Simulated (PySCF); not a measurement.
Cl4Cu2, SMILES [Cu]1(<-[Cl][Cu]([Cl])<-[Cl]1)[Cl] (connectivity only; charge and spin as stated), neutral, multiplicity 3. Atoms are numbered in the order given.

```xyz
6

Cu     0.0000     0.0000     1.5809
Cu     0.0000     0.0000    -1.5809
Cl     0.0000    -1.6469     0.0000
Cl     0.0000     1.6469     0.0000
Cl     0.0000     0.0000     3.6972
Cl     0.0000     0.0000    -3.6972
```
Charge 0, spin multiplicity 3.

Coordinates come from a B3LYP-D3(BJ)/def2-SVP optimisation. The spin state was assumed, not searched. Other conformers were not sampled.

Method: CAM-B3LYP/def2-TZVP (PySCF).

Atomic charges (e):

| atom | meta-Löwdin | Löwdin | Mulliken spin |
|---|---|---|---|
| Cu1 | 1.01 | … | 0.53 |
| Cu2 | 1.01 | … | 0.53 |
| Cl3 | -0.52 | … | 0.19 |
| Cl4 | -0.52 | … | 0.19 |
| Cl5 | -0.49 | … | 0.28 |
| Cl6 | -0.49 | … | 0.28 |

Task: Fill in the missing entries. (Estimate from the structure and the level; the computed values follow.)

Result: 
- Cu1, Löwdin: -0.38
- Cu2, Löwdin: -0.38
- Cl3, Löwdin: 0.27
- Cl4, Löwdin: 0.27
- Cl5, Löwdin: 0.11
- Cl6, Löwdin: 0.11
